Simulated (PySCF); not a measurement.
Core-level binding energies of B(AsH3)Cl3

Compound: B(AsH3)Cl3.
Cartesian coordinates in Å at the PBE0-D3(BJ)/def2-SVP level; atoms count from 1:
```
atom  x, y, z in Å
B1     0.0101   -0.0099   -1.1835
As2    0.0293   -0.0151    0.9677
H3     0.7472    1.1209    1.6488
H4     0.6540   -1.2023    1.6524
H5    -1.3122    0.0432    1.6502
Cl6    1.7694   -0.0674   -1.6344
Cl7   -0.8279    1.5528   -1.5874
Cl8   -0.9318   -1.5078   -1.5976
```

Computed with delta-SCF UKS SCAN, pcX-2 on the ionised atom, pcseg-1 elsewhere, spin-free X2C in PySCF 2.14.0. Binding energies are ΔSCF values: E(core-ionised, relaxed orbitals) − E(ground state) at a fixed geometry, referred to the vacuum level.

Problem. What binding energy does each computed site have?

Solution. 
```
    atom(s)    bonded to     level  binding energy (eV)  2p1/2 (eV)  count
         B1  3 Cl and As      B 1s               198.69           –      1
Cl6/Cl7/Cl8            B  Cl 2p3/2               205.71      207.36      3
Cl6/Cl7/Cl8            B     Cl 1s              2828.29           –      3
```

Problem. Which photon wavelength matches the B 1s of B1 threshold?

Solution. λ = hc/E = 12398.42 eV Å / 198.69 eV = 62.401 Å.

The first atom of each set that the bonding makes equivalent was ionised and stands for the set. The 2p values aren't plain energy differences: one relaxed spin-free 2p hole is combined with a matrix within the shell (ground-state 2p orbital-energy differences and spin–orbit coupling). 2p3/2, the mean of its two sublevels, lies a third of the splitting below the shell's mean and 2p1/2 two thirds above it; the statistical areas are 2:1. 2p1/2 minus 2p3/2 (ligand field included): Cl 1.65 eV. No level of arsenic is listed. Geometry: PBE0-D3(BJ)/def2-SVP; no solvent, vibrations or thermal averaging.
